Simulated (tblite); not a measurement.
Compound: C2H12N2Si2.
Bonds: C1–N2, N2–Si3, N2–C4, C4–Si5, Si5–N6. Hydrogens: H7, H8, H9 on C1; H10, H11, H12 on Si3; H13, H14 on C4; H15, H16 on Si5; H17, H18 on N6.

Computed with GFN2-xTB (tblite), gas phase: L-BFGS steps from a force-field or distance-geometry start until the largest atomic force falls under 0.01 eV/Å.

Step 89: E = -536.9725 eV
```
atom  x, y, z in Å  |  force x, y, z in eV/Å
C1     -1.5990    1.0394    1.4237    0.024  -0.018   0.040
N2     -0.9691    0.1604    0.4678   -0.006   0.046  -0.034
Si3    -1.8678   -0.5717   -0.7967   -0.013   0.006   0.010
C4      0.4505    0.4124    0.3721    0.023  -0.016   0.013
Si5     1.4762   -0.8402   -0.6239    0.043   0.032  -0.032
N6      3.0374   -0.1087   -0.7334    0.061  -0.006  -0.006
H7     -1.1646    0.8743    2.4157    0.009   0.016   0.008
H8     -1.4560    2.0960    1.1652   -0.010   0.012  -0.006
H9     -2.6642    0.8327    1.4788   -0.002   0.022  -0.010
H10    -1.6889    0.0340   -2.1244   -0.006   0.020  -0.011
H11    -1.4822   -1.9816   -0.8539    0.020  -0.047  -0.028
H12    -3.2665   -0.4161   -0.4025   -0.038  -0.035   0.000
H13     0.8482    0.4370    1.3963    0.026   0.022   0.008
H14     0.6248    1.4204   -0.0394   -0.002  -0.027   0.004
H15     1.0635   -0.9795   -2.0204   -0.001  -0.003   0.014
H16     1.4394   -2.1451    0.0568   -0.008  -0.018   0.004
H17     3.4592    0.3254    0.0731   -0.058  -0.034  -0.009
H18     3.7501   -0.5830   -1.2664   -0.062   0.026   0.035
```

Step 90: E = -536.9735 eV
```
atom  x, y, z in Å  |  force x, y, z in eV/Å
C1     -1.5991    1.0419    1.4241    0.028  -0.012   0.027
N2     -0.9703    0.1636    0.4673   -0.001   0.026  -0.035
Si3    -1.8668   -0.5698   -0.7973   -0.016  -0.008   0.001
C4      0.4500    0.4109    0.3708    0.024  -0.004   0.015
Si5     1.4774   -0.8426   -0.6231    0.020   0.041  -0.018
N6      3.0365   -0.1049   -0.7305   -0.004  -0.030  -0.018
H7     -1.1614    0.8777    2.4146    0.008   0.024   0.012
H8     -1.4612    2.0990    1.1640    0.004   0.010  -0.002
H9     -2.6637    0.8342    1.4821   -0.009   0.009  -0.011
H10    -1.6956    0.0376   -2.1257   -0.006   0.021  -0.003
H11    -1.4701   -1.9768   -0.8575    0.015  -0.043  -0.030
H12    -3.2651   -0.4257   -0.3990   -0.044  -0.031   0.002
H13     0.8494    0.4364    1.3943    0.021   0.024   0.016
H14     0.6254    1.4173   -0.0424    0.008  -0.012   0.002
H15     1.0679   -0.9852   -2.0195    0.001   0.003   0.001
H16     1.4304   -2.1473    0.0579    0.012  -0.013   0.004
H17     3.4625    0.3113    0.0817   -0.039  -0.005   0.034
H18     3.7450   -0.5713   -1.2735   -0.020   0.000   0.004
```

Step 91: E = -536.9742 eV
```
atom  x, y, z in Å  |  force x, y, z in eV/Å
C1     -1.5987    1.0438    1.4237    0.009   0.003   0.018
N2     -0.9705    0.1645    0.4669    0.005   0.012  -0.019
Si3    -1.8661   -0.5689   -0.7983   -0.013  -0.018   0.000
C4      0.4503    0.4097    0.3711    0.013   0.010   0.010
Si5     1.4782   -0.8438   -0.6219   -0.003   0.027  -0.004
N6      3.0352   -0.1019   -0.7272    0.010  -0.034   0.009
H7     -1.1545    0.8860    2.4132   -0.005   0.031  -0.015
H8     -1.4697    2.1011    1.1568    0.014  -0.010   0.014
H9     -2.6626    0.8310    1.4872    0.011   0.005  -0.006
H10    -1.7036    0.0425   -2.1272   -0.006   0.016   0.012
H11    -1.4576   -1.9735   -0.8630    0.003  -0.022  -0.031
H12    -3.2641   -0.4327   -0.3946   -0.035  -0.035  -0.002
H13     0.8506    0.4376    1.3942    0.012   0.019   0.013
H14     0.6250    1.4151   -0.0440    0.018  -0.002  -0.001
H15     1.0713   -0.9879   -2.0183    0.000   0.007  -0.009
H16     1.4233   -2.1492    0.0591    0.026  -0.001  -0.003
H17     3.4657    0.2932    0.0945   -0.043  -0.019  -0.007
H18     3.7388   -0.5603   -1.2838   -0.015   0.010   0.019
```

Step 92: E = -536.9746 eV
```
atom  x, y, z in Å  |  force x, y, z in eV/Å
C1     -1.5961    1.0444    1.4239   -0.009   0.013  -0.006
N2     -0.9707    0.1676    0.4632    0.011  -0.006   0.004
Si3    -1.8669   -0.5702   -0.7992   -0.006  -0.018   0.005
C4      0.4511    0.4089    0.3705    0.002   0.018   0.004
Si5     1.4780   -0.8439   -0.6236   -0.023   0.003   0.009
N6      3.0339   -0.1002   -0.7259   -0.062  -0.036  -0.016
H7     -1.1510    0.8847    2.4125   -0.006   0.029  -0.017
H8     -1.4671    2.1019    1.1576    0.021  -0.006   0.021
H9     -2.6606    0.8342    1.4874    0.012  -0.003  -0.001
H10    -1.7067    0.0429   -2.1284   -0.009   0.008   0.021
H11    -1.4535   -1.9746   -0.8641   -0.008   0.000  -0.031
H12    -3.2652   -0.4359   -0.3928   -0.020  -0.038  -0.005
H13     0.8509    0.4366    1.3940    0.003   0.011   0.008
H14     0.6269    1.4142   -0.0437    0.026   0.008  -0.005
H15     1.0689   -0.9899   -2.0187    0.005   0.011  -0.016
H16     1.4221   -2.1503    0.0572    0.030   0.011  -0.008
H17     3.4586    0.2944    0.0967   -0.003   0.016   0.054
H18     3.7386   -0.5585   -1.2782    0.036  -0.019  -0.020
```

Q: Estimate the geometry and energy of step 93. (The exact step hangs on the optimiser's Hessian estimate; all steps are aligned on step 92, rigid shifts and turns removed.)

A: E = -536.9749 eV, largest force 0.043 eV/Å
```
atom  x, y, z in Å  |  force x, y, z in eV/Å
C1     -1.5950    1.0443    1.4231   -0.017   0.017  -0.021
N2     -0.9701    0.1682    0.4615    0.009  -0.011   0.017
Si3    -1.8672   -0.5715   -0.7995   -0.003  -0.009   0.010
C4      0.4518    0.4094    0.3707   -0.003   0.016   0.000
Si5     1.4775   -0.8435   -0.6237   -0.026  -0.013   0.008
N6      3.0328   -0.0995   -0.7253   -0.033  -0.024   0.009
H7     -1.1483    0.8866    2.4109   -0.003   0.023  -0.009
H8     -1.4674    2.1017    1.1555    0.020  -0.002   0.022
H9     -2.6592    0.8334    1.4880    0.009  -0.004   0.001
H10    -1.7085    0.0447   -2.1278   -0.010   0.001   0.024
H11    -1.4524   -1.9759   -0.8664   -0.012   0.010  -0.030
H12    -3.2653   -0.4374   -0.3908   -0.011  -0.041  -0.008
H13     0.8512    0.4372    1.3945   -0.002   0.007   0.003
H14     0.6280    1.4146   -0.0431    0.027   0.011  -0.007
H15     1.0671   -0.9901   -2.0184    0.006   0.013  -0.017
H16     1.4222   -2.1505    0.0566    0.029   0.015  -0.010
H17     3.4560    0.2919    0.1007   -0.009   0.001   0.016
H18     3.7381   -0.5571   -1.2780    0.030  -0.010  -0.009
```

The energy changes by -0.0003 eV. The first-order estimate −F·Δx gives -0.0004 eV and the mean of the old and new forces, exact on a quadratic surface, -0.0003 eV. The step makes an angle of 72° with the force vector and moves no atom by more than 0.005 Å.

What follows is the cost of the whole relaxation. On one thread of an Intel Xeon at 2.50 GHz, shared host with 64 logical CPUs at a one-minute load of 63, this took 3.0 s.
